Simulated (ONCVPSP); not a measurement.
niobium (Nb): variants of one ONCV potential

Base potential:

```json
{"Element": "niobium", "Generator": "ONCVPSP 4.0.1", "Type": "optimised norm-conserving Vanderbilt (ONCV)", "Functional": "PBEsol", "Relativity": "scalar-relativistic", "Frozen core": "[Ar] 3d10", "Valence charge": "13", "Reference configuration": "4s2 4p6 4d4 5s1", "Partial waves": "4s+5s: rc 1.85 bohr, ncon 3, nbas 6, qcut 5.6 1/bohr, 2 projectors; 4p: rc 2.00 bohr, ncon 3, nbas 7, qcut 5.7 1/bohr, 1 projector; 4d: rc 2.20 bohr, ncon 4, nbas 8, qcut 6.1 1/bohr, 2 projectors, debl 1.4 Ha", "Local potential": "polynomial inside 1.30 bohr (lpopt 5, dvloc0 2 Ha)", "Core correction": "Teter function, fcfact 2.75, rcfact 1.1"}
```

All-electron outer shells of the reference configuration (PBEsol, scalar-relativistic, ld1.x):

```csv
shell,level (eV),outermost node (bohr),outermost maximum (bohr)
3d,-196.29,–,0.33
4s,-58.35,0.53,1.04
4p,-34.49,0.54,1.12
5s,-4.01,1.41,3.08
4d,-3.06,0.55,1.51
```

Cutoffs, loose and tight: the cutoffs (Ha) at which the residual kinetic energy of the hardest occupied pseudo-wave falls to 1 and 0.1 mHa per electron. They do not see the model core or the augmentation charge, which bear on the density cutoff. Test errors are all-electron minus pseudo excitation energies from the reference, over the configurations 4s2 4p6 4d4 5s0; 4s2 4p6 4d3 5s0; 4s2 4p6 4d2 5s0; 4s2 4p6 4d4 5s0.5. A dash means not determined; rows that change the core or the reference have their own tests. The largest error is taken over the tests solved by every variant that gives reliable tests at all: 4s2 4p6 4d3 5s0; 4s2 4p6 4d4 5s0; 4s2 4p6 4d4 5s0.5.

| change | outcome | cutoff, loose | cutoff, tight | bound ghosts | GHOST(+) flags above zero | largest test error (meV) |
| --- | --- | --- | --- | --- | --- | --- |
| base | generated | 14 Ha | 16 Ha | none | none | -2.2 |
| s: rc 2.58 | generated | 14 Ha | 16 Ha | none | none | -2.9 |
| core correction Teter function, fcfact 2.75, rcfact 1.36 | generated | 14 Ha | 16 Ha | none | none | -2.2 |
| core correction Teter function, fcfact 4.8, rcfact 1.1 | generated | 14 Ha | 16 Ha | none | none | -2.3 |
| d: nproj 3 | generated | 14 Ha | 16 Ha | none | none | -2.2 |
| core correction polynomial model core, fcfact 0.2 | generated | 14 Ha | 16 Ha | none | none | -2.3 |
| local potential polynomial inside 1.30 bohr (lpopt 5, dvloc0 -2 Ha) | generated | 14 Ha | 16 Ha | none | s | -2.2 |

What comes out with this change to the base: core [Kr], valence charge 5; reference 4d5; waves now s scattering state at 0.15 Ha: rc 2.45 bohr, ncon 3, nbas 7, qcut 3.5 1/bohr, 2 projectors, debl 1.1 Ha; p scattering state at 0.07 Ha: rc 2.60 bohr, ncon 4, nbas 7, qcut 3.7 1/bohr, 2 projectors, debl 0.6 Ha; 4d: rc 2.95 bohr, ncon 5, nbas 9, qcut 6.2 1/bohr, 3 projectors, debl 0.5 Ha; local potential polynomial inside 2.35 bohr (lpopt 5, dvloc0 -1 Ha)?

outcome: failed: ERROR pspot: first pseudo wave function has node, program will stop. Cause: the optimised pseudo-wave of the first projector has a node, so the radial equation cannot be inverted for a potential.

What comes out with this change to the base: all radii but the core radius scaled by about 1.06 (s 1.96, p 2.12, d 2.34 bohr); local potential polynomial inside 1.38 bohr (lpopt 5, dvloc0 2 Ha)?

outcome: generated; cutoff, loose: 13 Ha; cutoff, tight: 16 Ha; bound ghosts: none; GHOST(+) flags above zero: none; largest test error (meV): -2.1.

What comes out with this change to the base: p: rc 1.58?

outcome: generated; cutoff, loose: 14 Ha; cutoff, tight: 19 Ha; bound ghosts: none; GHOST(+) flags above zero: none; largest test error (meV): -2.2.
